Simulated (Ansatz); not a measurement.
`[SiH3]O[SiH2][SiH3]` + `BNC` → `BN(C)[SiH2][SiH3]` + silanol at 700 K and 1 bar (ligand exchange at the Si–O bond).

Gas-phase electronic energies from Ansatz, PBE0-D4/def2-TZVP geometries. CCSD(T)/CBS is the MP2 limit (def2-TZVPP, def2-QZVPP) plus CCSD(T) − MP2 in def2-TZVPP, frozen cores. Each species was taken in one conformer, which may not be the lowest.

```
              species  CCSD(T)/CBS energy (Eh)  H − E (kJ/mol)  S (J/(mol·K))
`[SiH3]O[SiH2][SiH3]`               -947.28799           281.5          535.3
                `BNC`               -121.18426           253.9          346.7
  `BN(C)[SiH2][SiH3]`               -701.75815           388.8          536.0
            `O[SiH3]`               -366.69042           144.6          321.6
```

H − E and S are ideal-gas, rigid-rotor, harmonic terms from PBE0-D4/def2-TZVP, for one conformer and one mirror image of each species. 1 Eh = 2625.50 kJ/mol, R = 8.31446 J/(mol·K).

Problem. By hand: ΔE, ΔH, ΔS and ΔG.

Solution. ΔE = (-701.75815) + (-366.69042) − (-947.28799) − (-121.18426) = 0.02368 Eh = 62.2 kJ/mol. Δ(H − E) = 388.8 + 144.6 − 281.5 − 253.9 = -2.0, so ΔH = 60.2 kJ/mol. ΔS = 536.0 + 321.6 − 535.3 − 346.7 = -24.4 J/(mol·K). ΔG = 60.2 − 700 × (-24.4)/1000 = 77.3 kJ/mol.

Problem. By hand: the equilibrium constant, and the temperature at which ΔG would vanish if ΔH and ΔS stayed fixed.

Solution. log₁₀ K = −ΔG/(RT ln 10) = -5.8. ΔH and −TΔS have one sign here, so there is no such temperature.

ΔH outweighs TΔS. A doubt of 5 kJ/mol in ΔE shifts log₁₀ K by 0.4 here. Other conformers and mirror images would add mixing entropy, several J/(mol·K) or more a flexible species. Modes under 60 cm⁻¹, often nearly free rotors, make the harmonic entropy too high. These are equilibria of isolated gas molecules and say nothing of rates. Largest T1 diagnostic: 0.013 (customary marks: 0.02 for closed shells, 0.045 for open ones).
